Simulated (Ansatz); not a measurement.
Consider the hydrogenolysis of a B–S bond: `[SiH3]OB(S)O[SiH3]` + H₂ → `[SiH3]OBO[SiH3]` + H₂S.

Computed with Ansatz on PBE0-D4/def2-TZVP structures; ΔE is electronic, products minus reactants. CBS: MP2 limit from def2 TZ/QZ plus the TZ coupled-cluster correction, frozen cores. This one scheme is used for every species. One conformer a species, not always the lowest.

`[SiH3]OB(S)O[SiH3]`:

Z-matrix (Å, degrees):
```
Si
O 1 1.643
H 1 1.481 2 107.8
H 1 1.483 2 109.4 3 -119.7
H 1 1.487 2 110.2 3 119.6
B 2 1.356 1 142.1 3 -140.1
O 6 1.358 2 124.1 1 -14.9
S 6 1.821 2 116.0 1 165.1
Si 7 1.646 6 139.9 2 -12.4
H 8 1.341 6 95.4 2 179.0
H 9 1.481 7 107.5 6 -142.4
H 9 1.483 7 109.6 6 98.0
H 9 1.487 7 110.3 6 -22.8
```

H₂:

```xyz
2

H    -0.317   -0.195    0.033
H     0.317    0.195   -0.033
```

`[SiH3]OBO[SiH3]`:

Cartesian coordinates in Å:
```
Si -1.462 1.489 1.065
O -0.447 0.405 0.341
B -0.175 -0.909 0.566
O 0.732 -1.545 -0.210
Si 1.632 -0.956 -1.473
H -2.221 0.832 2.160
H -0.646 2.601 1.607
H -2.397 2.006 0.037
H -0.727 -1.516 1.441
H 2.496 0.162 -1.019
H 2.471 -2.080 -1.948
H 0.745 -0.490 -2.568
```

H₂S:

```xyz
3

S    -0.281   -0.378    0.403
H    -0.135    0.953    0.324
H     0.416   -0.575   -0.727
```

```
             species  CCSD(T)/CBS(def2) energy (Eh)
`[SiH3]OB(S)O[SiH3]`                    -1155.48781
                  H₂                       -1.17544
   `[SiH3]OBO[SiH3]`                     -757.67824
                 H₂S                     -398.97279
```

Problem. Work out ΔE.

Solution. ΔE = (-757.67824) + (-398.97279) − (-1155.48781) − (-1.17544) = 0.01222 Eh = +0.33 eV.

Largest T1 diagnostic among the species: 0.013.

In def2-TZVPP, CCSD(T) changes the Hartree–Fock value by +0.23 eV (the triples alone add +0.06 eV) and MP2 by +0.30 eV. The D4 term adds +0.16 eV with B3LYP and +0.09 eV with PBE0; it sums over pairs of atoms, weighted by their polarisabilities, and B3LYP, whose exchange is more repulsive, gets the larger term.

B3LYP here is the variant with VWN-RPA as its local correlation; programs differ in this.
